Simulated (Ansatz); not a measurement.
Relaxation of AlBH4O2 (8 atoms, charge 0, multiplicity 1), to a largest force component of 0.015 eV/Å in at most 40 steps.

Theory: RKS PBE0/def2-SVP in Ansatz 0.2.0.

```xyz
8
Properties=species:S:1:pos:R:3
B -0.257 1.514 -0.082
O 0.870 0.907 0.473
Al 0.716 -0.845 -0.062
O -0.075 -2.042 1.000
H -0.243 2.063 -1.176
H -1.300 1.655 0.537
H 1.429 -1.316 -1.422
H -1.047 -1.992 0.677
```

**Question.** Where does it end, and by what steps?

**Answer.** The forces met the threshold. After 16 steps the energy has fallen by 1.275 eV; H6 moved furthest, 1.39 Å. Parted: B1–Al3.

| step | energy less start (eV) | largest force component (eV/Å) | accepted |
| --- | --- | --- | --- |
| 0 | 0.0000 | 2.275 | yes |
| 1 | -0.2675 | 2.138 | yes |
| 2 | -0.5111 | 1.109 | yes |
| 3 | -0.7609 | 0.474 | yes |
| 4 | -0.8996 | 2.246 | yes |
| 5 | -1.0741 | 0.987 | yes |
| 6 | -1.1667 | 0.464 | yes |
| 7 | -1.2165 | 0.116 | yes |
| 8 | -1.2240 | 0.205 | yes |
| 9 | -1.2533 | 0.069 | yes |
| 10 | -1.2656 | 0.148 | yes |
| 11 | -1.1856 | 1.320 | no |
| 12 | -1.2723 | 0.042 | yes |
| 13 | -1.2745 | 0.084 | yes |
| 14 | -1.2748 | 0.078 | yes |
| 15 | -1.2750 | 0.063 | yes |
| 16 | -1.2754 | 0.006 | yes |

```xyz
8
Properties=species:S:1:pos:R:3
B -0.392 1.779 -0.150
O 0.080 0.531 -0.115
Al 0.723 -1.047 -0.109
O -0.191 -2.346 0.470
H -0.976 2.175 -1.142
H -0.240 2.509 0.812
H 2.171 -1.308 -0.641
H -1.082 -2.351 0.819
```

Whether the end is a true minimum wasn't checked by a vibrational analysis.

Run time: 49 s on 1 thread of Arm Neoverse V1, with other jobs on the host, peak memory 0.15 GiB.
